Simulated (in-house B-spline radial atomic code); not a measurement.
Values are calculated unless marked as measured or tabulated.
What the choice of pseudopotential does to G0W0 on PBE0: Tc

All numbers come from a B-spline radial code for spherical atoms, non-relativistic (model numbers for so heavy an element), configuration [Kr] 4d5 5s2, open shells at high spin. Semilocal Troullier-Martins pseudo-atoms, one channel per l, are made with PBE or LDA for several valence sets and radii, with or without a model core, and set against the all-electron atom. One channel fits only the lowest state of its l, so a second state of that l is approximate. All electrons give 5s down: PBE0 -4.669 eV, G0W0 -6.908 eV, 5s up: PBE0 -5.870 eV, G0W0 -8.175 eV. Potentials are made in the ion's own configuration unless the neutral atom is named, and a smooth local potential serves every l without a channel. Potentials that miss their own reference levels by more than 6 millihartree, or need radii over 3.5 bohr, are left out. Columns give pseudo minus all-electron, in eV; a dash marks a level in the core or of low weight.

```
    valence  made with          radii (bohr)  model core (bohr)  5s down PBE0  5s down G0W0  5s up PBE0  5s up G0W0
   4p 4d 5s        PBE  s 2.27 p 0.82 d 1.00               none         +0.01         -0.19       -0.33       -0.81
   4p 4d 5s        PBE  s 2.55 p 0.93 d 1.12               none         +0.01         -0.18       -0.32       -0.76
   4p 4d 5s        PBE  s 2.83 p 1.03 d 1.25               none         +0.01         -0.18       -0.32       -0.76
   4p 4d 5s        LDA  s 3.20 p 1.19 d 1.44               none         +0.01         -0.19       -0.35       -0.83
   4p 4d 5s        PBE  s 3.40 p 1.34 d 1.62               none         +0.01         -0.19       -0.37       -0.88
   4p 4d 5s        LDA  s 2.78 p 1.03 d 1.25               0.74         -0.02         -0.23       -0.36       -0.80
   4p 4d 5s        LDA  s 3.20 p 1.19 d 1.44               0.74         -0.02         -0.24       -0.38       -0.86
4s 4p 4d 5s        PBE  s 0.88 p 0.93 d 1.12               none         -0.09         -0.11       -0.14       -0.16
4s 4p 4d 5s        LDA  s 0.96 p 1.03 d 1.25               none         -0.05         -0.06       -0.08       -0.08
4s 4p 4d 5s        PBE  s 1.13 p 1.19 d 1.44               none         -0.05         -0.06       -0.09       -0.09
4s 4p 4d 5s        LDA  s 1.25 p 1.34 d 1.62               none         -0.09         -0.11       -0.13       -0.15
4s 4p 4d 5s        LDA  s 0.87 p 0.93 d 1.12               0.71         -0.07         -0.09       -0.09       -0.10
4s 4p 4d 5s        PBE  s 1.13 p 1.19 d 1.44               0.71         -0.03         -0.04       -0.04       -0.04
4s 4p 4d 5s        PBE  s 1.28 p 1.34 d 1.62               0.71         -0.09         -0.10       -0.11       -0.12
```

**Question.** How does the G0W0 shift of 5s down, which all sets hold, depend on the valence set?

**Answer.** Mean size: 4s 4p 4d 5s: 0.08 eV; 4p 4d 5s: 0.20 eV. The means mix radii and the functional used in making the potentials.
